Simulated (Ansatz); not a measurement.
`[CH3][AlH][NH][AlH2]` + H₂S → `[CH3][AlH][SH]` + `[NH2][AlH2]` at 500 K and 1 bar (ligand exchange at the Al–N bond).

Isolated molecules relaxed with PBE0-D4/def2-TZVP in Ansatz; ΔE leaves out vibrations. CCSD(T)/CBS adds triple-zeta CCSD(T) − MP2 to the extrapolated MP2 energy (def2 sets, frozen cores). This one scheme is used for every species. Each species was taken in one conformer, which may not be the lowest.

```tsv
species	CCSD(T)/CBS energy (Eh)	H − E (kJ/mol)	S (J/(mol·K))
`[CH3][AlH][NH][AlH2]`	-581.06085	240.5	432.1
H₂S	-398.97279	57.0	224.0
`[CH3][AlH][SH]`	-680.89694	174.5	371.2
`[NH2][AlH2]`	-299.14566	129.9	289.4
```

H − E and S are ideal-gas, rigid-rotor, harmonic terms from PBE0-D4/def2-TZVP, for one conformer and one mirror image of each species. 1 Eh = 2625.50 kJ/mol, R = 8.31446 J/(mol·K).

Task: By hand: ΔE, ΔH, ΔS and ΔG.

Result: ΔE = (-680.89694) + (-299.14566) − (-581.06085) − (-398.97279) = -0.00896 Eh = -23.5 kJ/mol. Δ(H − E) = 174.5 + 129.9 − 240.5 − 57.0 = 6.9, so ΔH = -16.6 kJ/mol. ΔS = 371.2 + 289.4 − 432.1 − 224.0 = 4.5 J/(mol·K). ΔG = -16.6 − 500 × (4.5)/1000 = -18.9 kJ/mol.

Task: By hand: the equilibrium constant, and the temperature at which ΔG would vanish if ΔH and ΔS stayed fixed.

Result: log₁₀ K = −ΔG/(RT ln 10) = 2.0. ΔH and −TΔS have one sign here, so there is no such temperature.

The number of gas molecules stays the same, so ΔS is small and ΔH decides. A doubt of 5 kJ/mol in ΔE shifts log₁₀ K by 0.5 here. Other conformers and mirror images would add mixing entropy, several J/(mol·K) or more a flexible species. Modes under 60 cm⁻¹, often nearly free rotors, make the harmonic entropy too high. These are equilibria of isolated gas molecules and say nothing of rates. Largest T1 diagnostic: 0.011 (customary marks: 0.02 for closed shells, 0.045 for open ones).

ΔS is within the doubt of such terms, so its sign, and with it that verdict, could turn.
